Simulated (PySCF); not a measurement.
# Ir: ionisation energy

Ir [Xe] 4f14 5d7 6s2 (4F) → Ir⁺ [Xe] 4f14 5d7 6s1 (5F), as a difference of total energies. Calculation: PySCF 2.14, in def2-TZVP with the def2 core potential (60 electrons); a scalar-relativistic core potential. Correlated levels: valence: 5s2 5p6 frozen. The calculations carry no spin-orbit coupling.

```json
{"method": "UHF", "ionisation energy (eV)": "7.025", "error (eV)": "-1.901"}
{"method": "LDA", "ionisation energy (eV)": "9.338", "error (eV)": "+0.412"}
{"method": "B3LYP", "ionisation energy (eV)": "8.993", "error (eV)": "+0.067"}
{"method": "MP2 (valence)", "ionisation energy (eV)": "8.328", "error (eV)": "-0.598"}
{"method": "SCS-MP2 (valence)", "ionisation energy (eV)": "8.454", "error (eV)": "-0.472"}
```

Reference: 8.926 eV (measured; NIST levels, between the centres of gravity of the two terms).

Errors of the correlated levels include the incompleteness of this basis and the frozen core.

MP2 underrates the near-degeneracy of ns² with np² in the lower species.
